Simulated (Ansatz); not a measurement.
A run for Ansatz (an electronic-structure program): U-wB97X-V/cc-pVTZ on FGeH3 (SMILES [F][GeH3]), a point of a bond scan (R = 1.534 Å).

Ansatz 0.2 input:
```yaml
crystal:
  periodic: [false, false, false]
  atoms:
    - {symbol: Ge, position_ang: [-0.30048691, 0.12261230, -0.05789716]}
    - {symbol: F, position_ang: [1.29808634, -0.52967815, 0.25011245]}
    - {symbol: H, position_ang: [-0.94244480, -0.79835484, -1.10389941]}
    - {symbol: H, position_ang: [-0.08538108, 1.54898424, -0.58096857]}
    - {symbol: H, position_ang: [-1.03936991, 0.09288033, 1.28656520]}
basis:
  gaussian:
    orbitals: cc-pVTZ
hamiltonian:
  xc: {name: wB97X-V}
magnetization: {spin_polarized: true, initial_magnetization: 0}
```

Program output:

```
WARN ansatz: RAYON_NUM_THREADS=1 ignored (pool sized by the plan → 1); use --threads N
Functional definition: wB97X-V
integrals: 0.05 GiB planned
733 factors; their error is unknown
integrals: 0.08 GiB planned
161 factors; integrals over basis functions are off by at most 6.1e-6 eV
mean field: 0.67 GiB planned
mean field evaluation 1: about -59278.6745 eV, gradient 2.5e1 eV
mean field evaluation 2: about -59277.9588 eV, gradient 3.2e1 eV
mean field evaluation 4: about -59280.5187 eV, gradient 7.6e-1 eV
mean field evaluation 8: about -59280.6537 eV, gradient 2.5e-3 eV
mean field -59280.65374027 eV, -2178.5238430848 hartree, gradient 1.6e-5 eV, S^2 0.000000; 0 other end points of the search recorded, 0 dependent functions left out
reference -59280.65373861 eV, -2178.5238430236 hartree; 22, 22 occupied and 93, 93 virtual orbitals, 733 factors
Total energy: -59280.65373861 eV, -2178.5238430236 hartree
```

The run converged.

Cost: about 12 core-seconds (a rough figure).
